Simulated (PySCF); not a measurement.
CH3Cl2OTa, SMILES [Cl][Ta]([Cl])([CH3])=[O], multiplicity 1.

The structure is a stationary point at PBE-D3(BJ)/def2-SVP. The spin state was assumed, not searched. The structure was generated by enumeration; whether it is a known compound was not checked. The def2 effective core potentials stand for the cores of Ta; spin–orbit coupling is left out.

Calculation: PySCF with PBE-D3(BJ)/def2-SVP.

Frequencies are harmonic and unscaled.

Give all harmonic wavenumbers and intensities. (An estimate is asked for; the answer gives what the named calculation found.)


```json
[
 {"mode": "1", "ν (cm⁻¹)": "93", "IR (km/mol)": "2.5", "moving atoms (share of kinetic energy)": "Cl 79 %, Ta 15 %"},
 {"mode": "2", "ν (cm⁻¹)": "117", "IR (km/mol)": "2.1", "moving atoms (share of kinetic energy)": "Cl 44 %, Ta 23 %, C 16 %, H 8 %, O 8 %"},
 {"mode": "3", "ν (cm⁻¹)": "136", "IR (km/mol)": "0.5", "moving atoms (share of kinetic energy)": "C 44 %, H 33 %, Cl 20 %"},
 {"mode": "4", "ν (cm⁻¹)": "153", "IR (km/mol)": "0.0", "moving atoms (share of kinetic energy)": "H 93 %"},
 {"mode": "5", "ν (cm⁻¹)": "208", "IR (km/mol)": "1.7", "moving atoms (share of kinetic energy)": "O 77 %, Cl 19 %"},
 {"mode": "6", "ν (cm⁻¹)": "217", "IR (km/mol)": "4.4", "moving atoms (share of kinetic energy)": "O 61 %, C 16 %, H 16 %"},
 {"mode": "7", "ν (cm⁻¹)": "379", "IR (km/mol)": "21.0", "moving atoms (share of kinetic energy)": "Cl 89 %, Ta 10 %"},
 {"mode": "8", "ν (cm⁻¹)": "396", "IR (km/mol)": "59.4", "moving atoms (share of kinetic energy)": "Cl 67 %, Ta 25 %"},
 {"mode": "9", "ν (cm⁻¹)": "532", "IR (km/mol)": "17.1", "moving atoms (share of kinetic energy)": "H 76 %, C 18 %"},
 {"mode": "10", "ν (cm⁻¹)": "536", "IR (km/mol)": "38.1", "moving atoms (share of kinetic energy)": "C 69 %, H 23 %, Ta 8 %"},
 {"mode": "11", "ν (cm⁻¹)": "623", "IR (km/mol)": "6.3", "moving atoms (share of kinetic energy)": "H 77 %, C 20 %"},
 {"mode": "12", "ν (cm⁻¹)": "975", "IR (km/mol)": "107.1", "moving atoms (share of kinetic energy)": "O 91 %, Ta 8 %"},
 {"mode": "13", "ν (cm⁻¹)": "1142", "IR (km/mol)": "11.0", "moving atoms (share of kinetic energy)": "H 79 %, C 21 %"},
 {"mode": "14", "ν (cm⁻¹)": "1338", "IR (km/mol)": "13.0", "moving atoms (share of kinetic energy)": "H 94 %"},
 {"mode": "15", "ν (cm⁻¹)": "1344", "IR (km/mol)": "14.0", "moving atoms (share of kinetic energy)": "H 95 %"},
 {"mode": "16", "ν (cm⁻¹)": "2950", "IR (km/mol)": "7.0", "moving atoms (share of kinetic energy)": "H 97 %"},
 {"mode": "17", "ν (cm⁻¹)": "3057", "IR (km/mol)": "0.0", "moving atoms (share of kinetic energy)": "H 91 %, C 9 %"},
 {"mode": "18", "ν (cm⁻¹)": "3062", "IR (km/mol)": "0.9", "moving atoms (share of kinetic energy)": "H 91 %, C 9 %"}
]
```
